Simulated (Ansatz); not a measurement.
CdCl₂, charge -1, doublet, at a GFN2-xTB geometry (such geometries of metal compounds can be far from the true shape) (a state made from the parent by changing its charge; the spin is typed, not shown lowest) (core potentials on Cd) (a gas-phase anion, which may not be bound at this level); SVWN5/def2-TZVP (Ansatz, an electronic-structure program).

Input for Ansatz:
Ansatz 0.2 input:
```yaml
crystal:
  periodic: [false, false, false]
  atoms:
    - {symbol: Cd, position_ang: [-0.47514313, 0.21984384, -0.37564211]}
    - {symbol: Cl, position_ang: [2.11003741, 0.10905818, -1.04469193]}
    - {symbol: Cl, position_ang: [-0.76845680, -0.72979373, 2.10532848]}
basis:
  gaussian:
    orbitals: def2-TZVP
hamiltonian:
  xc: {name: SVWN5}
total_charge: -1
magnetization: {spin_polarized: true, initial_magnetization: 1}
accuracy: high
```

Question: Predict the main parts of the log of this Ansatz run.

Answer: 
```
Functional definition: SVWN5
1750 factors; integrals over basis functions are off by at most 2.7e-8 eV
mean field evaluation 1: about -29525.5597 eV, gradient 2.0e1 eV
mean field evaluation 2: about -29524.5029 eV, gradient 2.9e1 eV
mean field evaluation 4: about -29526.6568 eV, gradient 1.4e0 eV
mean field evaluation 8: about -29526.6651 eV, gradient 2.6e-2 eV
mean field evaluation 16: about -29526.6651 eV, gradient 3.0e-5 eV
mean field evaluation 32: about -29524.1507 eV, gradient 2.5e-4 eV
mean field -29526.66512410 eV, -1085.0849294183 hartree, gradient 7.0e-8 eV, S^2 0.750987; 6 other end points of the search recorded, 0 dependent functions left out
reference -29526.66512687 eV, -1085.0849295199 hartree; 28, 27 occupied and 86, 87 virtual orbitals, 1750 factors
Total energy: -29526.66512687 eV, -1085.0849295199 hartree
```
